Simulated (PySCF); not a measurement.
Relaxation of singlet Cs₂O

Method: PySCF, PBE0, basis O def2-TZVP, Cs def2-TZVP with ECP46 (scalar-relativistic core potentials, no spin–orbit coupling, density fitting). A (50,194) grid was used.

A hand-made linear start, of D∞h symmetry, held to at least that symmetry:

```xyz
3
charge 0 multiplicity 1, angstrom
O     0.0000    0.0000    0.0000
Cs    0.0000    0.0000    2.9500
Cs    0.0000    0.0000   -2.9500
```

Optimiser trace:
```tsv
step	E − E(last) (kJ/mol)	largest gradient (Eh/bohr)
0	138.17	0.03455
1	107.58	0.03402
2	28.28	0.02418
3	2.44	0.01000
4	0.36	0.00371
5	0.00	0.00043
6	0.00	0.00002
```

It ends at D∞h with O–Cs 2.386 Å (×2); Cs–O–Cs 180.0° (after a last refinement on a finer grid). A frequency run shows a minimum. Other isomers or separated fragments may lie lower.

Final geometry:
```xyz
3
charge 0 multiplicity 1, angstrom
O     0.0000    0.0000    0.0000
Cs    0.0000    0.0000    2.3863
Cs    0.0000    0.0000   -2.3863
```
